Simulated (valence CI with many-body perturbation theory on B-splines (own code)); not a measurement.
# Ru5+: E2, M1 decay

Method: relativistic CI+MBPT: three valence electrons over a frozen Dirac-Fock core [Kr], radial functions for each j: 9 s, 9 p, 10 d, 8 f, 5 g, 3 h, 1 i, with the one-electron correlation potential Σ1 (screened to all orders), the two-electron term Σ2, the three-electron term Σ3, Breit, model QED; selected single and double excitations, second order for the rest, scaled by the run's own slope (own B-spline code, finite nucleus).

No measured levels were compared; by estimate terms of the open shell hold to 2 to 4 % of their energy, and close levels can change places; different configurations can be misplaced against each other by 1,000 to 8,000 cm⁻¹. Core correlation moves these levels by up to 17000 cm⁻¹, and in measured spectra 5 to 20 % of such shifts remained as error; rates that hang on mixing are uncertain with them.

Lines 51 to 100 of 120 in falling wavelength, among levels below 251950 cm⁻¹, chosen from the decays that carry over 1 % of a level's rate. Wavelengths and rates use the calculated energies, so an error of 2000 cm⁻¹ moves a line at 5378 Å by 11 % and its rate by three times that or more. Electric multipoles are in the length gauge, E1 and E2 with the static RPA response of the core. S is in atomic units (e²a₀⁴ for E2 and M2, e²a₀⁶ for E3), for M1 in squared Bohr magnetons. Weak lines are less certain than strong ones. Lines between different terms over intervals too small for the method are left out, as are lines whose strength nearly cancels.

Names give the largest LS component (configuration and term), which can be under half, so a name can repeat, a term be missing and a line seem to break the LS rules; names also repeat where a configuration has a term twice. Letters in brackets count levels of one name in rising energy.

| λ vac (Å) | Upper | Lower | Type | A (s⁻¹) | S (a.u.) |
| --- | --- | --- | --- | --- | --- |
| 5378 | 4d3 2D_3/2 [a] | 4d3 4F_5/2 | M1 | 2.72e+00 | 6.28e-02 |
| 5275 | 4d3 2D_3/2 [b] | 4d3 2F_5/2 | M1 | 1.69e+00 | 3.68e-02 |
| 5275 | 4d3 2D_3/2 [b] | 4d3 2F_5/2 | E2 | 3.92e-01 | 5.72e+00 |
| 5259 | 4d3 2D_5/2 [b] | 4d3 2F_7/2 | M1 | 1.55e+00 | 5.02e-02 |
| 5259 | 4d3 2D_5/2 [b] | 4d3 2F_7/2 | E2 | 3.97e-01 | 8.55e+00 |
| 5141 | 4d3 2P_1/2 | 4d3 4F_5/2 | E2 | 2.05e-02 | 1.32e-01 |
| 5019 | 4d3 2F_5/2 | 4d3 4P_3/2 | M1 | 3.47e-02 | 9.76e-04 |
| 4983 | 4d3 2D_3/2 [a] | 4d3 4F_3/2 | M1 | 1.80e+00 | 3.31e-02 |
| 4825 | 4d3 2D_5/2 [a] | 4d3 4F_7/2 | M1 | 3.83e+00 | 9.58e-02 |
| 4778 | 4d3 2P_1/2 | 4d3 4F_3/2 | M1 | 4.24e-02 | 3.43e-04 |
| 4445 | 4d3 2D_5/2 [a] | 4d3 4F_5/2 | M1 | 5.79e-01 | 1.13e-02 |
| 4202 | 4d3 2P_3/2 | 4d3 4F_5/2 | M1 | 2.17e+00 | 2.38e-02 |
| 4171 | 4d3 2D_5/2 [a] | 4d3 4F_3/2 | M1 | 1.55e-01 | 2.49e-03 |
| 3957 | 4d3 2P_3/2 | 4d3 4F_3/2 | M1 | 1.02e+00 | 9.41e-03 |
| 3674 | 4d3 2D_5/2 [b] | 4d3 2P_3/2 | E2 | 7.64e-01 | 2.74e+00 |
| 3674 | 4d3 2D_5/2 [b] | 4d3 2P_3/2 | M1 | 6.93e-01 | 7.64e-03 |
| 3532 | 4d3 2F_7/2 | 4d3 4F_9/2 | M1 | 1.00e+00 | 1.31e-02 |
| 3532 | 4d3 2F_7/2 | 4d3 4F_9/2 | E2 | 3.82e-02 | 1.50e-01 |
| 3507 | 4d3 2D_5/2 [b] | 4d3 2D_5/2 [a] | E2 | 4.04e-01 | 1.15e+00 |
| 3454 | 4d3 2D_3/2 [b] | 4d3 2D_5/2 [a] | M1 | 3.12e+00 | 1.91e-02 |
| 3454 | 4d3 2D_3/2 [b] | 4d3 2D_5/2 [a] | E2 | 2.84e-01 | 5.00e-01 |
| 3256 | 4d3 2F_5/2 | 4d3 4F_7/2 | M1 | 7.03e-02 | 5.39e-04 |
| 3248 | 4d3 2D_5/2 [b] | 4d3 2H_9/2 | E2 | 1.54e+00 | 2.98e+00 |
| 3169 | 4d3 2D_5/2 [b] | 4d3 2P_1/2 | E2 | 3.05e-01 | 5.22e-01 |
| 3126 | 4d3 2F_7/2 | 4d3 4F_5/2 | M1 | 3.49e-01 | 3.16e-03 |
| 3125 | 4d3 2D_3/2 [b] | 4d3 2P_1/2 | E2 | 7.59e-01 | 8.08e-01 |
| 3085 | 4d3 2D_5/2 [b] | 4d3 2D_3/2 [a] | M1 | 2.68e+00 | 1.75e-02 |
| 3078 | 4d3 2F_5/2 | 4d3 4F_5/2 | M1 | 8.10e-02 | 5.26e-04 |
| 3044 | 4d3 2D_3/2 [b] | 4d3 2D_3/2 [a] | E2 | 1.27e+00 | 1.19e+00 |
| 3044 | 4d3 2D_3/2 [b] | 4d3 2D_3/2 [a] | M1 | 3.05e-01 | 1.28e-03 |
| 2944 | 4d3 2F_5/2 | 4d3 4F_3/2 | M1 | 8.32e-01 | 4.73e-03 |
| 2944 | 4d3 2F_5/2 | 4d3 4F_3/2 | E2 | 3.43e-02 | 4.06e-02 |
| 2786 | 4d3 2D_5/2 [b] | 4d3 2G_9/2 | E2 | 4.49e+00 | 4.04e+00 |
| 2777 | 4d3 2D_5/2 [b] | 4d3 4P_5/2 | M1 | 5.35e+00 | 2.55e-02 |
| 2743 | 4d3 2D_3/2 [b] | 4d3 4P_5/2 | M1 | 3.26e-01 | 1.00e-03 |
| 2719 | 4d3 2D_5/2 [b] | 4d3 2G_7/2 | E2 | 6.79e-01 | 5.41e-01 |
| 2687 | 4d3 2D_3/2 [b] | 4d3 2G_7/2 | E2 | 8.65e+00 | 4.33e+00 |
| 2601 | 4d3 2D_5/2 [b] | 4d3 4P_3/2 | M1 | 4.22e-01 | 1.65e-03 |
| 2601 | 4d3 2D_5/2 [b] | 4d3 4P_3/2 | E2 | 2.61e-01 | 1.66e-01 |
| 2581 | 4d3 2D_3/2 [b] | 4d3 4P_1/2 | M1 | 5.13e-01 | 1.31e-03 |
| 2572 | 4d3 2D_3/2 [b] | 4d3 4P_3/2 | M1 | 1.74e+00 | 4.40e-03 |
| 2572 | 4d3 2D_3/2 [b] | 4d3 4P_3/2 | E2 | 4.88e-01 | 1.96e-01 |
| 2113 | 4d3 2D_5/2 [b] | 4d3 4F_9/2 | E2 | 4.97e-01 | 1.12e-01 |
| 2031 | 4d3 2D_5/2 [b] | 4d3 4F_7/2 | M1 | 1.11e+00 | 2.07e-03 |
| 1944 | 4d3 2D_3/2 [b] | 4d3 4F_5/2 | M1 | 1.17e+00 | 1.27e-03 |
| 1890 | 4d3 2D_3/2 [b] | 4d3 4F_3/2 | M1 | 4.22e-01 | 4.22e-04 |
| 734.2 | 4d2.5s 4F_5/2 | 4d3 2G_9/2 | E2 | 3.35e+02 | 3.82e-01 |
| 733.5 | 4d2.5s 4F_5/2 | 4d3 4P_5/2 | E2 | 3.41e+02 | 3.88e-01 |
| 727.8 | 4d2.5s 4F_3/2 | 4d3 4P_1/2 | E2 | 2.15e+03 | 1.57e+00 |
| 727.1 | 4d2.5s 4F_3/2 | 4d3 4P_3/2 | E2 | 9.64e+02 | 7.00e-01 |
